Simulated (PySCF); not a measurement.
**Question.** What does the PBE0-D3(BJ)/def2-SVP structure of `N#C[C@H]1CCCC[SiH2]1` look like in three dimensions?

**Answer.** 
```
atom  x, y, z in Å
N1     2.1335   -0.0775    2.4290
C2     1.9103   -0.0313    1.2921
C3     1.5613    0.0290   -0.1157
C4     0.9627   -1.3047   -0.6175
C5    -0.3497   -1.6941    0.0610
C6    -1.5204   -0.7510   -0.2180
C7    -1.3149    0.6748    0.3098
Si8    0.2658    1.4180   -0.3819
H9     2.4746    0.2737   -0.6834
H10    0.8056   -1.2163   -1.7066
H11    1.7042   -2.1073   -0.4747
H12   -0.1840   -1.7639    1.1510
H13   -0.6221   -2.7088   -0.2702
H14   -1.7018   -0.7179   -1.3078
H15   -2.4351   -1.1786    0.2251
H16   -1.2257    0.6651    1.4106
H17   -2.1814    1.3132    0.0724
H18    0.1657    1.6315   -1.8602
H19    0.6875    2.6828    0.2866
```

Any rigid rotation of these coordinates is as good. Atoms count from 1 in this order. Of the pairs four or more bonds apart, C2···H12 is among the closest relative to their van der Waals radii: 2.72 Å, 94 % of the sum of Bondi's values. Si8 (SiH2 silicon) is distorted tetrahedral (angles from 103.3° to 114.1°). The 6-membered ring C3–C4–C5–C6–C7–Si8 has internal angles of 103.3° to 114.8° (sum 666°, against 720° for a flat polygon); it is puckered, 0.25 Å rms from its mean plane, widest ring torsion 65°. The C–Si distances run from 1.879 Å (C7–Si8, drawn single) to 1.918 Å (C3–Si8, drawn single), a spread of 0.039 Å.

Bonds between heavy atoms (Å): N1≡C2 1.160, C2–C3 1.452, C3–C4 1.546, C4–C5 1.528, C5–C6 1.529, C6–C7 1.534, C7–Si8 1.879, C3–Si8 1.918.

Computed with PySCF, PBE0-D3(BJ)/def2-SVP geometry optimisation, gas phase.

Point group: C1 (no symmetry element, even within 0.4 Å). No PBE0-D3(BJ)/def2-SVP frequencies stand behind this structure, so it isn't proved a minimum. The numbers are those of one conformer (C2–C3–C4–C5 63°, C3–C4–C5–C6 65°, C4–C5–C6–C7 -63°, C5–C6–C7–Si8 56°).

Hardware: one thread, Intel Xeon 6975P-C (x86_64), shared host. Cost: 65 s, 0.76 GiB resident at most. That covers the optimisation of the geometry.
